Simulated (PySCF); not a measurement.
**Radial density of Zr⁻ (zirconium, charge -1)**

r2SCAN0, [Kr] 4d3 5s2, high-spin 4F determinant. Computed with PySCF 2.14 in dyall-av2z (22s15p11d2f, 136 functions), with no relativity, point nucleus.

```tsv
r (bohr)	4πr²ρ (e/bohr)	4πr²(ρα − ρβ)
0.000599	0.1913	0.0000
0.00101	0.5239	0.0000
0.00169	1.403	0.0000
0.00285	3.618	0.0001
0.00480	8.765	0.0002
0.00807	19.11	0.0005
0.0136	34.96	0.0007
0.0228	48.27	0.0001
0.0384	45.99	-0.0028
0.0646	43.45	-0.0045
0.109	60.23	0.0273
0.183	44.94	0.1476
0.307	42.28	0.2269
0.517	32.55	0.0136
0.869	9.493	0.3268
1.46	7.367	1.2646
2.46	1.839	1.0490
4.14	0.6638	0.3383
6.96	0.1901	-0.0298
11.7	0.02709	-0.0219
19.7	0.0007330	-0.0007
```

A non-relativistic calculation at this Z misses sizeable relativistic shifts. ⟨S²⟩ = 3.92 against 3.75 shows spin contamination. At r2SCAN0 the highest occupied level has a positive energy, so only the finite basis holds that electron; in a semilocal or global hybrid functional this comes from self-interaction and does not mean that the real anion is unbound.

(1) Where is the radial spin density 4πr²(ρα − ρβ) most negative, and why is it negative at all?

Results:

(1) Around r = 6.96 bohr, down to -0.0298 e/bohr: exchange with the open shell polarises the paired shells in an unrestricted calculation.
